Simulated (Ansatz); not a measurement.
Start from `OCBCl` and change one atom or group to get `OCBO[SiH3]`.

Ansatz, PBE0-D4/def2-TZVP geometries, multiplicity 1. Each molecule was computed in one conformer, which needn't be the lowest.

```
                                      property  `OCBCl`
         HOMO energy (ωB97M-V/def2-TZVPP) / eV   -10.56
       HOMO–LUMO gap (ωB97M-V/def2-TZVPP) / eV    11.12
size of the dipole moment (PBE/def2-TZVPP) / D     1.05
            HOMO energy (PBE0/def2-TZVPP) / eV    -8.12
             LUMO energy (PBE/def2-TZVPP) / eV    -2.45
           LUMO energy (B3LYP/def2-TZVPP) / eV    -1.69
```

(1) Give the same properties after the change, and the shifts. (Estimate.)

Answers

(1) The calculation gave: 
| property | `OCBO[SiH3]` | shift |
| --- | --- | --- |
| HOMO energy (ωB97M-V/def2-TZVPP) / eV | -10.29 | 0.27 |
| HOMO–LUMO gap (ωB97M-V/def2-TZVPP) / eV | 11.98 | 0.86 |
| size of the dipole moment (PBE/def2-TZVPP) / D | 1.41 | 0.36 |
| HOMO energy (PBE0/def2-TZVPP) / eV | -7.84 | 0.28 |
| LUMO energy (PBE/def2-TZVPP) / eV | -1.24 | 1.21 |
| LUMO energy (B3LYP/def2-TZVPP) / eV | -0.47 | 1.22 |

With PBE0 the HOMO rises by 0.28 eV and the LUMO rises by 1.26 eV, so the gap widens by about 0.98 eV. PBE moves the HOMO by 0.31 eV and ωB97M-V by 0.27 eV. Dipoles are sizes alone; their direction can turn.

B3LYP here is the variant with VWN-RPA as its local correlation; programs differ in this.
